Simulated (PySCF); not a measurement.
## Substituent chemical shifts

Parent skeleton `[CH2:1]=[C:2]([CH3:3])[CH:4]1[CH2:5][SiH2:6]1`; one hydrogen on atom 4 is replaced by X. Hydrogens on one atom are averaged.

How the numbers were obtained: geometry from GFN2-xTB, σ from GIAO-PBE0/pcSseg-1, in PySCF 2.14 (no solvent, non-relativistic, a single conformation, averaged over atoms made equivalent by symmetry, fast rotation or ring inversion).

δ = σ(ref) − σ, references computed at the same level: $^{13}$C (σ = 186.93 ppm), $^{29}$Si (σ = 349.16 ppm), $^{1}$H (σ = 31.72 ppm) against TMS.

(1) Order these by the shift of C4, most shielded first.
A. X = vinyl
B. X = allyl
C. X = CHCl2
D. X = cPr
E. X = CH2OH
F. X = isopropenyl

(2) Order these by the shift of C3, most shielded first.
A. X = CH2OH
B. X = CHCl2
C. X = cPr
D. X = isopropenyl

(3) Order these by the shift of C2, most shielded first.
A. X = vinyl
B. X = NHSiH3
C. X = CHCl2

Answers

(1) B (31.8 ppm), A (34.3 ppm), D (36.0 ppm), E (37.6 ppm), F (42.2 ppm), C (43.8 ppm).

(2) D (22.9 ppm), C (25.7 ppm), A (27.8 ppm), B (32.7 ppm).

(3) C (151.5 ppm), B (154.9 ppm), A (158.0 ppm).
